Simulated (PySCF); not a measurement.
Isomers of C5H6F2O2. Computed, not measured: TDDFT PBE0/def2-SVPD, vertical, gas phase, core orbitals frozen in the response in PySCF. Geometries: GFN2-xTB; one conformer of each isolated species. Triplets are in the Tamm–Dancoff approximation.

Question: Rank by computed lowest singlet excitation energy, lowest first.
A. `CCOC(=O)C=C(F)F`
B. `FC(F)O[C@H]1C=COC1`
C. `FC1(F)OCC12COC2`
D. `O=C1CCO[C@H]1C(F)F`
E. `CO/C(C)=C(/F)C(=O)F`

Answer: D (4.21 eV), E (5.13 eV), A (5.27 eV), B (6.26 eV), C (6.84 eV).

```tsv
SMILES	S1 (eV)	α (au)	gap (eV)	first f ≥ 0.01 (nm)	f (S1)	HOMO (eV)	S1 mainly
O=C1CCO[C@H]1C(F)F	4.21	63.9	6.37	163	0.001	-7.60	H→L (94%)
CO/C(C)=C(/F)C(=O)F	5.13	73.8	5.56	242	0.392	-7.10	H→L (98%)
CCOC(=O)C=C(F)F	5.27	70.5	7.04	190	0.000	-8.32	H-1→L (92%)
FC(F)O[C@H]1C=COC1	6.26	66.5	7.02	198	0.150	-6.87	H→L (83%)
FC1(F)OCC12COC2	6.84	62.3	8.33	171	0.000	-7.87	H→L (66%)
```

H and L stand for HOMO and LUMO.
